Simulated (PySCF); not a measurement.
Geometry:
```json
{"atom": "F1", "x (Å)": "-0.365", "y (Å)": "3.310", "z (Å)": "-0.191"}
{"atom": "P2", "x (Å)": "-0.161", "y (Å)": "1.886", "z (Å)": "-0.915"}
{"atom": "F3", "x (Å)": "1.425", "y (Å)": "2.023", "z (Å)": "-1.225"}
{"atom": "P4", "x (Å)": "0.015", "y (Å)": "0.619", "z (Å)": "0.924"}
{"atom": "Si5", "x (Å)": "1.585", "y (Å)": "-0.789", "z (Å)": "0.088"}
{"atom": "Si6", "x (Å)": "-1.755", "y (Å)": "-0.716", "z (Å)": "0.440"}
{"atom": "H7", "x (Å)": "1.437", "y (Å)": "-0.987", "z (Å)": "-1.385"}
{"atom": "H8", "x (Å)": "1.370", "y (Å)": "-2.097", "z (Å)": "0.778"}
{"atom": "H9", "x (Å)": "2.940", "y (Å)": "-0.261", "z (Å)": "0.403"}
{"atom": "H10", "x (Å)": "-1.827", "y (Å)": "-1.751", "z (Å)": "1.511"}
{"atom": "H11", "x (Å)": "-1.632", "y (Å)": "-1.387", "z (Å)": "-0.892"}
{"atom": "H12", "x (Å)": "-2.991", "y (Å)": "0.121", "z (Å)": "0.454"}
```

Geometry: PBE0-D3(BJ)/def2-SVP; GIAO shifts from PySCF, gas phase, non-relativistic, averaged over equivalent atoms.

At PBE0/IGLO-III (306 basis functions, 43 s wall time on 1 thread of an Arm Neoverse V1, shared host):
```json
{"atoms": "F1/F3", "δ (ppm)": "-85.1"}
{"atoms": "P2", "δ (ppm)": "317.7"}
{"atoms": "P4", "δ (ppm)": "-219.8"}
{"atoms": "Si5/Si6", "δ (ppm)": "-79.9"}
{"atoms": "H7/H8/H9/H10/H11/H12", "δ (ppm)": "4.32"}
```

Shifts are taken against calculated references (same method and geometry level): ¹⁹F (174.63 ppm) vs CFCl3; ³¹P (306.76 ppm) vs H3PO4; TMS for ²⁹Si (345.34 ppm), ¹H (31.37 ppm).

Q: Estimate the result of repeating the calculation with PBE0/pcSseg-2.

A: 
```csv
atoms,δ at PBE0/pcSseg-2,change
F1/F3,-82.6,+2.5
P2,316.4,-1.3
P4,-225.5,-5.7
Si5/Si6,-79.2,+0.7
H7/H8/H9/H10/H11/H12,4.15,-0.17
```

Shifts are taken against calculated references (same method and geometry level): CFCl3 for ¹⁹F (σ = 175.81 ppm); ³¹P (σ = 296.57 ppm) against H3PO4; ²⁹Si (σ = 341.29 ppm), ¹H (σ = 31.25 ppm) vs TMS.

The largest change is at P4 (phosphorus bonded to P, 2 Si). Cost: 328 basis functions, 55 s wall time on 1 thread of an Arm Neoverse V1, shared host.

Unscaled 19F shifts against computed CFCl3 carry errors that often reach 10 to 50 ppm. Experimental scales use liquid or dissolved standards, which lie at an offset from isolated H3PO4.
